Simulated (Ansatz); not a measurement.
Wavefunction ladder for C2H7AlBF

```xyz
12

B    -1.213    0.340    0.359
C    -0.001   -0.474    0.195
Al   -0.280    0.517   -1.640
C     1.133   -0.449    1.169
F     1.029   -1.519    2.049
H    -1.438    1.150    1.203
H    -1.971    0.402   -0.640
H    -0.001   -1.370   -0.440
H     0.020    2.042   -1.934
H    -0.506   -0.566   -2.765
H     2.110   -0.542    0.682
H     1.119    0.470    1.761
```

Charge 0, multiplicity 1. The bonds changed during the relaxation, so this is another structure than the one it started from. All single points use the PBE0-D4/def2-TZVP geometry. It is one conformer, not always the lowest. Frozen core, restricted reference, Ansatz. CBS rows extrapolate triple and quadruple zeta; past MP2 they add the triple-zeta difference.

| basis | HF (Eh) | MP2 corr. |
| --- | --- | --- |
| def2-TZVPP | -445.90013 | -0.78604 |
| def2-QZVPP | -445.91684 | -0.84454 |

(1) Estimate the CCSD correlation energy and the (T) correction in each basis where they were run (hartree).

## Answers

(1) 
```
     basis  CCSD corr.       (T)
def2-TZVPP    -0.83310  -0.03066
 CBS(def2)    -0.93493     as TZ
```
